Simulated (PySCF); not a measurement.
## Excitation energy of Zr²⁺ by level of theory

Zr²⁺ [Kr] 4d2 (3F) → Zr²⁺ [Kr] 4d1 5p1 (high-spin determinant), as a difference of total energies. Calculation: PySCF 2.14, in def2-QZVPPD with the def2 core potential (28 electrons) (7s5p4d3f2g, 81 functions); a scalar-relativistic core potential. Correlated levels: valence and next inner shell: nothing frozen outside the core potential. The calculations carry no spin-orbit coupling.

```tsv
method	excitation energy (cm⁻¹)
UHF	55228
MP2 (valence and next inner shell)	55129
SCS-MP2 (valence and next inner shell)	55399
CCSD (valence and next inner shell)	55524
CCSD(T) (valence and next inner shell)	55406
```

The determinant of the upper state mixes LS terms, which raises its energy above the lowest term, most at the Hartree-Fock and MP2 levels.
